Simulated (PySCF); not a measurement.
A structure optimised at PBE0-D3(BJ)/def2-SVP, used in a PySCF frequency run:

```
Si
O 1 1.6537
H 2 0.9619 1 117.77
O 1 1.6551 2 115.63 3 -73.59
H 4 0.9623 1 116.96 2 74.88
H 1 1.4747 2 106.29 3 169.49
Se 1 2.2899 6 114.99 4 -120.26
H 7 1.4709 1 92.80 6 79.71
```

Q: Write its SMILES and formula.

A: O[SiH](O)[SeH], H₄O₂SeSi

Q: What are its rotational constants (standard atomic weights)?

A: 6.1368, 1.9977, 1.6242 GHz
